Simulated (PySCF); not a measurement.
Si(F)(Me)(OH)(NH2) (CH6FNOSi), SMILES C[Si](N)(O)F.

The structure is a stationary point at ωB97X-D3(BJ)/def2-SVP. This is a generated structure with no PubChem entry under its InChIKey; it may be hypothetical. The values are those of a single conformer.

Two levels are set side by side: TDA-PBE/def2-SVPD (PySCF) and TDA-PBE0/def2-SVPD (PySCF). Vertical, same geometry. The lowest singlet is HOMO→LUMO 99 % with PBE and HOMO→LUMO 92 % with the other functional; states are paired by order. Differences are taken from unrounded values.

```tsv
quantity	TDA-PBE0
lowest singlet excitation (eV)	6.86
lowest triplet excitation (TDA) (eV)	6.51
first bright state (f over 0.05) (eV)	7.96
its oscillator strength	0.09
```

### Question
What does TDA-PBE give, and how far is it from TDA-PBE0? (Estimate from the structure and the level; the computed values follow.)

### Answer

```tsv
quantity	TDA-PBE	TDA-PBE minus TDA-PBE0
lowest singlet excitation (eV)	5.93	-0.93
lowest triplet excitation (TDA) (eV)	5.75	-0.76
first bright state (f over 0.05) (eV)	6.97	-0.98
its oscillator strength	0.07	-0.02
```

A lower first singlet is the usual sign of a functional without exact exchange. Differences between two approximate levels are no errors against the true value.

Rough cost on one machine, each run with all the roots and properties that it gave: TDA-PBE0 against TDA-PBE about 2 times.
